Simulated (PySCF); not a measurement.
Geometries of 2 isomers of C3H10Si, from PBE0-D3(BJ)/def2-SVP geometry optimisation, gas phase in PySCF. One conformer each, no zero-point energy, no frequencies.

Question: Which is lower in electronic energy at this level?
A.
```xyz
14
angstrom
C     -2.139   -0.168    0.450
C     -0.711   -0.662    0.233
Si     0.553    0.713   -0.046
C      2.267    0.019   -0.389
H     -2.843   -1.001    0.603
H     -2.501    0.413   -0.413
H     -2.210    0.487    1.333
H     -0.665   -1.341   -0.637
H     -0.374   -1.261    1.097
H      0.599    1.599    1.163
H      0.110    1.561   -1.200
H      2.631   -0.581    0.459
H      2.256   -0.626   -1.282
H      2.991    0.828   -0.566
```
B.
```xyz
14
angstrom
C      0.112    1.715   -0.484
Si    -0.088    0.107    0.473
C     -1.545   -0.875   -0.204
C      1.490   -0.913    0.361
H     -0.795    2.336   -0.416
H      0.302    1.512   -1.550
H      0.956    2.308   -0.098
H     -0.352    0.432    1.915
H     -1.701   -1.803    0.368
H     -1.371   -1.151   -1.256
H     -2.476   -0.290   -0.158
H      1.711   -1.174   -0.687
H      2.354   -0.356    0.759
H      1.402   -1.850    0.932
```

Answer: B. That is trimethylsilane, `C[SiH](C)C`, 11.2 kcal/mol below the other.

| SMILES | atoms numbered as above | E (Eh) | relative (kcal/mol) | relative (kJ/mol) | dipole (D) |
| --- | --- | --- | --- | --- | --- |
| C[SiH](C)C | [CH3:1][SiH:2]([CH3:3])[CH3:4] | -409.41461 | 0.0 | 0.0 | 0.61 |
| CC[SiH2]C | [CH3:1][CH2:2][SiH2:3][CH3:4] | -409.39682 | 11.2 | 46.7 | 0.83 |
